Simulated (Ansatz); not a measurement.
CH$_{4}$Cl$_{2}$GeS (`[CH3][Ge]([SH])([Cl])[Cl]`) at its PBE0-D4/def2-TZVP geometry, where that method's forces vanish. Charge 0, multiplicity 1.

```xyz
9

C    -0.7471    0.7620   -0.7414
Ge    0.4144   -0.0317    0.5826
S     1.6198   -1.7481   -0.0980
Cl    1.8534    1.4078    1.2515
Cl   -0.7843   -0.6070    2.2732
H    -0.1477    1.0899   -1.5904
H    -1.4790    0.0231   -1.0687
H    -1.2615    1.6136   -0.2963
H     0.5321   -2.5096   -0.3126
```

Task: What forces (eV/Å) does r2SCAN-D4/def2-TZVPP give on these atoms in the Gaussian-basis code of Ansatz? (Estimate.)

Result: The calculation gave: 
```
C1  -0.031  0.029 -0.038
Ge2 -0.015 -0.007 -0.033
S3   0.059 -0.038 -0.023
Cl4  0.042  0.041  0.010
Cl5 -0.054 -0.015  0.060
H6  -0.013 -0.007  0.020
H7   0.016  0.014  0.008
H8   0.011 -0.019 -0.007
H9  -0.015  0.002  0.002
```
